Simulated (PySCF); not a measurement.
**ORD: SMILES CC[C@@H]1OC(=O)[C@H]1F, C5H7FO2**

Cartesian coordinates in Å; atom numbers follow the order of the lines, from 1:
```xyz
15

C    -1.904   -0.549   -0.093
C    -0.942    0.629   -0.187
C     0.283    0.394    0.677
O     1.278    1.444    0.570
C     2.265    0.588    0.225
O     3.414    0.789    0.029
C     1.323   -0.627    0.179
F     1.599   -1.669    1.012
H    -2.246   -0.682    0.931
H    -2.770   -0.377   -0.726
H    -1.420   -1.469   -0.413
H    -1.431    1.544    0.150
H    -0.625    0.781   -1.221
H     0.016    0.243    1.727
H     1.154   -1.032   -0.824
```

Theory: PySCF, TDDFT BHandHLYP/def2-SVPD circular dichroism and optical rotation, one conformer, gas phase. Geometry: GFN2-xTB.

The molecule is flexible and this is one conformer; a measurement averages over conformers.

Stereocentres: C3 S, C7 S.

**Question.** What is the specific rotation at 633, 589.3, 546, 436, 405, 365, 355 nm?

**Answer.** [α] in deg dm⁻¹ (g/mL)⁻¹:
| λ (nm) | origin-invariant length gauge | modified velocity gauge | length gauge (centre of mass) | isotropic polarisability (au) |
| --- | --- | --- | --- | --- |
| 633 | -33.6 | -23.2 | -34.9 | 63.5 |
| 589.3 | -40.1 | -27.7 | -41.5 | 63.7 |
| 546 | -48.6 | -33.8 | -50.4 | 63.9 |
| 436 | -90.6 | -64.0 | -93.4 | 64.7 |
| 405 | -113.7 | -80.8 | -116.9 | 65.1 |
| 365 | -161.1 | -115.7 | -165.0 | 65.8 |
| 355 | -178.0 | -128.3 | -182.2 | 66.0 |

**Question.** And for the mirror image at 589.3 nm?

**Answer.** +40.1 deg dm⁻¹ (g/mL)⁻¹ (origin-invariant length gauge): the same size and the opposite sign.

**Question.** What is the molar rotation [Φ] = [α]·M/100 of the geometry above at 589.3 nm?

**Answer.** With M = 118.11 g/mol, -47.3 deg cm² dmol⁻¹ (origin-invariant length gauge).

The first excitation lies at 5.77 eV (215 nm) with R = -4.2 × 10⁻⁴⁰ esu² cm² (velocity form).
